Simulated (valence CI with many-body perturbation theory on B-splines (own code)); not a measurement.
The numbers below are computed, except where a source is named.
## Level structure of Ag⁵⁺

Method: relativistic CI+MBPT: six valence electrons over a frozen Dirac-Fock core [Kr], radial functions for each j: 7 s, 7 p, 8 d, 6 f, 4 g, 1 h, with the one-electron correlation potential Σ1, the two-electron term Σ2, the three-electron term Σ3, Breit, model QED; selected CI, second order for the rest, scaled by the run's own slope (own B-spline code, finite nucleus).

Set against measurement, 24 paired levels are off by 379 cm⁻¹ on average, the worst by 867. These come from a selection out of Gamrath, thesis, University of Mons (2023). Levels without a partner in it may be off by more, other configurations by 1,000 to 8,000 cm⁻¹. Among the levels kept, up to 940 cm⁻¹ of a level comes from second order outside the variational space, and about a tenth of that is noise between levels of different J, which matters for small intervals. Only levels of the ground parity were solved; by the run's estimate the other parity begins above the list, which can be wrong where configurations are misplaced.

Levels 1 to 27 of 27, with energies above the lowest level, 4d6 5D_4. "Leading %" is the weight of the configuration and term that name the level; weights of strongly mixed levels are sums over their largest components and can fall short. In the jj column 3d3/2^4 stands for four electrons in 3d with j = 3/2.

| No. | Configuration | Term | J | E (cm⁻¹) | Leading % | Leading jj | Second component |
| --- | --- | --- | --- | --- | --- | --- | --- |
| 1 | 4d6 | 5D | 4 | 0.0 | 95 | 4d3/2^3 4d5/2^3 (46 %) |  |
| 2 | 4d6 | 5D | 3 | 2622 | 97 | 4d3/2^3 4d5/2^3 (59 %) |  |
| 3 | 4d6 | 5D | 2 | 3906 | 94 | 4d3/2^2 4d5/2^4 (54 %) |  |
| 4 | 4d6 | 5D | 1 | 4886 | 94 | 4d3/2^3 4d5/2^3 (54 %) |  |
| 5 | 4d6 | 5D | 0 | 5348 | 94 | 4d3/2^2 4d5/2^4 (67 %) |  |
| 6 | 4d6 | 3H | 4 | 20353 | 42 | 4d3/2^4 4d5/2^2 (51 %) | 23 % 4d6 3F |
| 7 | 4d6 | 3H | 6 | 20997 | 93 | 4d3/2^3 4d5/2^3 (80 %) | 5 % 4d6 1I |
| 8 | 4d6 | 3H | 5 | 21381 | 73 | 4d3/2^3 4d5/2^3 (84 %) | 25 % 4d6 3G |
| 9 | 4d6 | 3P | 2 | 21828 | 87 | 4d3/2^4 4d5/2^2 (44 %) | 4 % 4d6 3D |
| 10 | 4d6 | 3F | 3 | 24586 | 69 | 4d3/2^3 4d5/2^3 (68 %) | 26 % 4d6 3G |
| 11 | 4d6 | 3F | 4 | 24933 | 48 | 4d3/2^2 4d5/2^4 (81 %) | 46 % 4d6 3H |
| 12 | 4d6 | 3F | 2 | 25606 | 92 | 4d3/2^3 4d5/2^3 (52 %) | 5 % 4d6 1D |
| 13 | 4d6 | 3G | 5 | 27644 | 73 | 4d3/2^2 4d5/2^4 (84 %) | 25 % 4d6 3H |
| 14 | 4d6 | 3P | 1 | 28893 | 82 | 4d3/2 4d5/2^5 (54 %) | 13 % 4d6 3D |
| 15 | 4d6 | 3G | 4 | 29487 | 72 | 4d3/2^2 4d5/2^4 (37 %) | 16 % 4d6 3F |
| 16 | 4d6 | 3P | 0 | 29621 | 71 | 4d3/2^3 4d5/2^3 (52 %) | 23 % 4d6 1S |
| 17 | 4d6 | 3G | 3 | 30212 | 70 | 4d3/2^2 4d5/2^4 (71 %) | 27 % 4d6 3F |
| 18 | 4d6 | 3D | 2 | 33085 | 84 | 4d3/2^2 4d5/2^4 (49 %) | 7 % 4d6 3P |
| 19 | 4d6 | 1I | 6 | 33328 | 93 | 4d3/2^2 4d5/2^4 (80 %) | 5 % 4d6 3H |
| 20 | 4d6 | 3D | 3 | 33838 | 93 | 4d3/2^3 4d5/2^3 (53 %) |  |
| 21 | 4d6 | 3D | 1 | 33962 | 84 | 4d3/2^2 4d5/2^4 (65 %) | 14 % 4d6 3P |
| 22 | 4d6 | 1G | 4 | 37371 | 82 | 4d3/2 4d5/2^5 (44 %) | 9 % 4d6 3F |
| 23 | 4d6 | 1D | 2 | 42230 | 82 | 4d3/2^2 4d5/2^4 (35 %) | 7 % 4d6 3D |
| 24 | 4d6 | 1S | 0 | 42401 | 61 | 4d3/2^2 4d5/2^4 (36 %) | 37 % 4d6 3P |
| 25 | 4d6 | 1F | 3 | 45197 | 83 | 4d3/2^3 4d5/2^3 (80 %) | 14 % 4d6 3F |
| 26 | 4d6 | 3P | 0 | 51426 | 83 | 4d3/2^4 4d5/2^2 (34 %) | 14 % 4d6 1S |
| 27 | 4d6 | 3P | 1 | 52491 | 97 | 4d3/2^3 4d5/2^3 (74 %) |  |

Names give the largest LS component (configuration and term), which can be under half, so a name can repeat, a term be missing and a line seem to break the LS rules; names also repeat where a configuration has a term twice.

The ionisation energy to 4d5 6S_5/2 of the next ion comes out as 83.064 eV (NIST: 82 ± 2 eV (theoretical)). All 27 levels together are meant to be complete up to 54280 cm⁻¹.
